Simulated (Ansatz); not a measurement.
Start from `C[O][GeH2][CH3]` and change one atom or group to get `C[O][GeH2][OH]`.

Ansatz, PBE0-D4/def2-TZVP geometries, multiplicity 1. Each molecule was computed in one conformer, which needn't be the lowest.

Scalar relativity is left out up to krypton.

```csv
property,`C[O][GeH2][CH3]`
size of the dipole moment (ωB97M-V/def2-TZVPP) / D,0.90
LUMO energy (PBE0/def2-TZVPP) / eV,0.73
HOMO–LUMO gap (PBE/def2-TZVPP) / eV,5.89
HOMO energy (PBE0/def2-TZVPP) / eV,-7.58
LUMO energy (PBE/def2-TZVPP) / eV,-0.14
size of the dipole moment (B3LYP/def2-TZVPP) / D,0.86
```

(1) What does the change do to each property? (An estimate is asked.)

Answers

(1) Ansatz gave: 
```csv
property,`C[O][GeH2][OH]`,shift
size of the dipole moment (ωB97M-V/def2-TZVPP) / D,1.94,1.04
LUMO energy (PBE0/def2-TZVPP) / eV,0.44,-0.29
HOMO–LUMO gap (PBE/def2-TZVPP) / eV,5.90,0.01
HOMO energy (PBE0/def2-TZVPP) / eV,-7.93,-0.35
LUMO energy (PBE/def2-TZVPP) / eV,-0.45,-0.31
size of the dipole moment (B3LYP/def2-TZVPP) / D,1.93,1.07
```

With PBE0 the HOMO falls by 0.35 eV and the LUMO falls by 0.29 eV, so the gap widens by about 0.06 eV. PBE moves the HOMO by -0.33 eV and ωB97M-V by -0.34 eV. The zero-point energy changes by -59.6 kJ/mol with -6 modes. Dipoles are sizes alone; their direction can turn.

B3LYP here is the variant with VWN-RPA as its local correlation; programs differ in this.
